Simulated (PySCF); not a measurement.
C7H5 (doublet state).
Bonds: C1–C2 (aromatic), C2–C3 (aromatic), C3–C4 (aromatic), C4–C5 (aromatic), C5–C6 (aromatic), C5–C7, C1–C6 (aromatic), C4–C7. Hydrogens: H8 on C2; H9 on C3; H10 on C6; H11, H12 on C7.

A GFN2-xTB structure was refined with PBE0-D3(BJ)/def2-SVP geometry optimisation, gas phase (PySCF). Its GFN2-xTB values:

| coordinate | GFN2-xTB |
| --- | --- |
| C1–C2 | 1.357 Å |
| C1–C6 | 1.389 Å |
| C2–C3 | 1.425 Å |
| C2–H8 | 1.080 Å |
| C3–C4 | 1.355 Å |
| C3–H9 | 1.080 Å |
| C4–C5 | 1.378 Å |
| C4–C7 | 1.493 Å |
| C5–C6 | 1.364 Å |
| C5–C7 | 1.495 Å |
| C6–H10 | 1.079 Å |
| C7–H11 | 1.085 Å |
| C1–C2–C3 | 120.2° |
| C2–C1–C6 | 128.1° |
| C2–C3–C4 | 112.4° |
| C3–C4–C7 | 172.6° |
| C4–C5–C7 | 62.4° |
| C4–C7–C5 | 54.9° |
| C5–C4–C7 | 62.6° |
| C6–C5–C7 | 172.5° |

**Question.** How do these coordinates change at the PBE0-D3(BJ)/def2-SVP level?

**Answer.** 
| coordinate | PBE0-D3(BJ)/def2-SVP (Å or °) | change |
| --- | --- | --- |
| C4–C5 | 1.351 | -0.027 |
| C3–C4 | 1.380 | +0.025 |
| C1–C2 | 1.382 | +0.025 |
| C5–C6 | 1.386 | +0.022 |
| C7–H11 | 1.101 | +0.016 |
| C2–H8 | 1.094 | +0.014 |
| C6–H10 | 1.093 | +0.014 |
| C3–H9 | 1.093 | +0.013 |
| C2–C3 | 1.417 | -0.008 |
| C1–C6 | 1.392 | +0.003 |
| C5–C7 | 1.497 | +0.002 |
| C4–C7 | 1.494 | +0.001 |
| C4–C7–C5 | 53.7 | -1.2 |
| C1–C2–C3 | 119.1 | -1.1 |
| C2–C3–C4 | 113.3 | +0.9 |
| C6–C5–C7 | 171.9 | -0.6 |
| C3–C4–C7 | 171.9 | -0.7 |
| C5–C4–C7 | 63.3 | +0.7 |
| C4–C5–C7 | 63.0 | +0.6 |
| C2–C1–C6 | 128.2 | +0.1 |

The energy falls by 0.071 eV over 6 energy and gradient evaluations, the largest force component goes from 0.0286 to 1.9e-04 Eh/bohr, and the atoms move by 0.023 Å rms after alignment. The bond that changes most is C4–C5 (both ends carbon bonded to 3 C), which shortens by 0.027 Å. Bonds longer at the end by more than 0.005 Å: 8 of 13; shorter: 2. Rotational constants go from 5616, 3428, 2159 to 5602, 3358, 2129 MHz.

The run used 123 basis functions and 46 SCF cycles in all.

Not checked by PBE0-D3(BJ)/def2-SVP frequencies. ⟨S²⟩ = 0.762 (exact for a doublet: 0.75).
